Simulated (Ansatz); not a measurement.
`CCCCCCCCCC[S][Au]`. The state is a singlet with charge 0. Geometry PBE-D4/def2-SVP.

```tsv
atom	x (Å)	y (Å)	z (Å)
C1	2.085	-4.740	2.493
C2	1.114	-3.923	1.638
C3	1.573	-2.479	1.401
C4	0.608	-1.654	0.544
C5	1.065	-0.212	0.306
C6	0.092	0.609	-0.547
C7	0.533	2.061	-0.764
C8	-0.387	2.881	-1.680
C9	-1.809	3.066	-1.134
C10	-2.705	3.888	-2.060
S11	-4.407	4.192	-1.451
Au12	-5.248	2.092	-1.212
H13	1.725	-5.778	2.647
H14	3.087	-4.800	2.020
H15	2.222	-4.282	3.496
H16	0.967	-4.424	0.655
H17	0.110	-3.911	2.118
H18	1.717	-1.974	2.383
H19	2.578	-2.487	0.920
H20	0.462	-2.161	-0.437
H21	-0.396	-1.646	1.026
H22	2.068	-0.217	-0.179
H23	1.211	0.295	1.287
H24	-0.911	0.585	-0.065
H25	-0.040	0.113	-1.536
H26	1.561	2.064	-1.191
H27	0.617	2.570	0.223
H28	-0.439	2.392	-2.680
H29	0.071	3.880	-1.856
H30	-2.294	2.076	-0.984
H31	-1.778	3.545	-0.132
H32	-2.312	4.925	-2.170
H33	-2.740	3.452	-3.080
```

In the def2 sets Au takes a core potential; there is no spin–orbit coupling.

Task: Estimate the orbital energies around the gap (eV) in Ansatz with PBE-D4/def2-SVP, PBE-D4/def2-TZVP, r2SCAN-D4/def2-TZVP, PBE0-D4/def2-SVP, r2SCAN0-D4/def2-TZVP.

Result: 
```
orbital  PBE-D4/def2-SVP  PBE-D4/def2-TZVP  r2SCAN-D4/def2-TZVP  PBE0-D4/def2-SVP  r2SCAN0-D4/def2-TZVP
HOMO−13            -8.24             -8.27                -8.59             -9.71                 -9.95
HOMO−12            -8.08             -8.11                -8.41             -9.57                 -9.78
HOMO−11            -7.95             -7.99                -8.31             -9.50                 -9.71
HOMO−10            -7.79             -7.84                -8.15             -9.24                 -9.46
 HOMO−9            -7.75             -7.81                -8.11             -9.16                 -9.37
 HOMO−8            -7.63             -7.68                -7.97             -9.02                 -9.23
 HOMO−7            -7.50             -7.55                -7.85             -8.92                 -9.15
 HOMO−6            -7.46             -7.52                -7.82             -8.87                 -9.10
 HOMO−5            -7.29             -7.31                -7.57             -8.78                 -9.07
 HOMO−4            -7.13             -7.15                -7.48             -8.76                 -9.02
 HOMO−3            -7.07             -7.14                -7.44             -8.61                 -8.76
 HOMO−2            -7.04             -7.10                -7.39             -8.46                 -8.61
 HOMO−1            -6.32             -6.35                -6.56             -7.32                 -7.49
   HOMO            -5.11             -5.17                -5.35             -6.22                 -6.38
   LUMO            -3.66             -3.76                -3.59             -2.85                 -2.83
 LUMO+1            -0.71             -0.90                -0.57             -0.01                 -0.02
 LUMO+2            -0.13             -0.36                 0.02              0.48                  0.45
 LUMO+3             0.91              0.31                 0.96              1.78                  1.53
 LUMO+4             1.05              0.53                 1.19              1.94                  1.79
 LUMO+5             1.13              0.66                 1.23              2.10                  1.86
```
